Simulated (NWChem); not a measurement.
The numbers come from NWChem runs, not from measurements. System: silylphosphine (H5PSi), charge 0, spin multiplicity 1, at a geometry optimised with PBE/def2-SVP. Level: CIS/aug-cc-pVDZ.

The NWChem input:

```
start mol
memory heap 200 mb stack 900 mb global 1100 mb
geometry units angstroms nocenter noautoz noautosym
  Si    -1.075030     0.095518     0.224138
  P      1.129043    -0.077212    -0.349040
  H     -1.851635    -0.886898    -0.609590
  H     -1.536129     1.486890    -0.114786
  H     -1.359341    -0.170039     1.678920
  H      1.298076    -1.318950     0.364653
  H      1.563795     0.709923     0.778478
end
basis spherical
  * library aug-cc-pvdz
end
dft
  xc hfexch
  semidirect memsize 60000000 filesize 0
  iterations 100
end
tddft
  cis
  nroots 5
  notriplet
  thresh 1e-4
end
task tddft energy
```

Part of the output:

```
             Northwest Computational Chemistry Package (NWChem) 7.3.0
             --------------------------------------------------------

                                NWChem Input Module
                                -------------------

 Scaling coordinates for geometry "geometry" by  1.889725989
 (inverse scale =  0.529177249)

                             Geometry "geometry" -> ""
                             -------------------------

 Output coordinates in angstroms (scale by  1.889725989 to convert to a.u.)

  No.       Tag          Charge          X              Y              Z
 ---- ---------------- ---------- -------------- -------------- --------------
    1 Si                  14.0000    -1.07503000     0.09551800     0.22413800
    2 P                   15.0000     1.12904300    -0.07721200    -0.34904000
    3 H                    1.0000    -1.85163500    -0.88689800    -0.60959000
    4 H                    1.0000    -1.53612900     1.48689000    -0.11478600
    5 H                    1.0000    -1.35934100    -0.17003900     1.67892000
    6 H                    1.0000     1.29807600    -1.31895000     0.36465300
    7 H                    1.0000     1.56379500     0.70992300     0.77847800

 Effective nuclear repulsion energy (a.u.)      89.2003239174

            Nuclear Dipole moment (a.u.)
            ----------------------------
        X                 Y               Z
 ---------------- ---------------- ----------------
    -0.0000170075    -0.0000037795     0.0000132281


 Summary of "ao basis" -> "" (spherical)
 ------------------------------------------------------------------------------
       Tag                 Description            Shells   Functions and Types
 ---------------- ------------------------------  ------  ---------------------
 *                        aug-cc-pvdz                 on all atoms

  xc_inp: hfexch multiplicative factor not found.

                                 NWChem DFT Module
                                 -----------------

 Summary of "ao basis" -> "ao basis" (spherical)
 ------------------------------------------------------------------------------
[...]
     Occ.   17  a   ---  Virt.   29  a       -0.29504
     Occ.   17  a   ---  Virt.   34  a        0.08109
     Occ.   17  a   ---  Virt.   37  a        0.17865
  ----------------------------------------------------------------------------
  Root   4 singlet a              0.302539542 a.u.                8.2325 eV
  ----------------------------------------------------------------------------
     Transition Moments    X  0.00096   Y  0.04169   Z  0.00943
     Transition Moments   XX -0.06896  XY -0.19124  XZ -0.10365
     Transition Moments   YY  0.21619  YZ -0.40701  ZZ -0.14983
     Dipole Oscillator Strength                    0.0003687058
     Electric Quadrupole                           0.0000000369
     Magnetic Dipole                               0.0000005903
     Total Oscillator Strength                     0.0003693330

          sigma_e =   3.6956 Angstrom
          sigma_h =   1.7053 Angstrom
         |d_h->e| =   1.3449 Angstrom
            d_exc =   4.2223 Angstrom
            d_CD1 =   3.3351 Angstrom
            d_CD2 =  -1.3556 Angstrom
            d_CD3 =   5.5672 Angstrom
     Pearson C.C. =   0.0434

     Occ.   14  a   ---  Virt.   25  a       -0.06249
     Occ.   17  a   ---  Virt.   20  a       -0.84827
     Occ.   17  a   ---  Virt.   25  a        0.10931
     Occ.   17  a   ---  Virt.   27  a       -0.37247
     Occ.   17  a   ---  Virt.   31  a        0.15359
     Occ.   17  a   ---  Virt.   33  a       -0.26814
     Occ.   17  a   ---  Virt.   40  a       -0.06635
     Occ.   17  a   ---  Virt.   43  a        0.05251
  ----------------------------------------------------------------------------
  Root   5 singlet a              0.306269564 a.u.                8.3340 eV
  ----------------------------------------------------------------------------
     Transition Moments    X -0.03962   Y  0.02049   Z -0.09371
     Transition Moments   XX -1.10091  XY  0.07001  XZ -0.03975
     Transition Moments   YY -0.48103  YZ -0.43432  ZZ  1.63300
     Dipole Oscillator Strength                    0.0021993358
     Electric Quadrupole                           0.0000003442
     Magnetic Dipole                               0.0000000019
     Total Oscillator Strength                     0.0021996819

          sigma_e =   3.3125 Angstrom
          sigma_h =   1.6880 Angstrom
         |d_h->e| =   1.5634 Angstrom
            d_exc =   3.9820 Angstrom
            d_CD1 =   3.1879 Angstrom
            d_CD2 =  -0.9368 Angstrom
            d_CD3 =   5.5454 Angstrom
     Pearson C.C. =   0.0366

     Occ.   16  a   ---  Virt.   18  a       -0.14490
     Occ.   16  a   ---  Virt.   19  a       -0.07403
     Occ.   16  a   ---  Virt.   22  a       -0.07204
     Occ.   16  a   ---  Virt.   24  a       -0.06333
     Occ.   16  a   ---  Virt.   28  a        0.13168
     Occ.   16  a   ---  Virt.   29  a        0.06454
     Occ.   16  a   ---  Virt.   32  a        0.11081
     Occ.   16  a   ---  Virt.   34  a       -0.05283
     Occ.   16  a   ---  Virt.   37  a       -0.05981
     Occ.   17  a   ---  Virt.   18  a       -0.14458
     Occ.   17  a   ---  Virt.   21  a        0.68197
     Occ.   17  a   ---  Virt.   22  a       -0.16203
     Occ.   17  a   ---  Virt.   24  a       -0.41964
     Occ.   17  a   ---  Virt.   26  a        0.06505
     Occ.   17  a   ---  Virt.   28  a       -0.09350
     Occ.   17  a   ---  Virt.   32  a        0.41667
     Occ.   17  a   ---  Virt.   34  a       -0.09243
     Occ.   17  a   ---  Virt.   37  a       -0.05880
     Occ.   17  a   ---  Virt.   38  a        0.10596

              Target root =      1
          Target symmetry = none
      Ground state energy =   -632.574643764388
        Excitation energy =      0.254193988441
     Excited state energy =   -632.320449775948

  stored tddft:energy   -632.32044977594751

 Task  times  cpu:      170.2s     wall:      170.2s

 Total times  cpu:      170.2s     wall:      170.2s
```
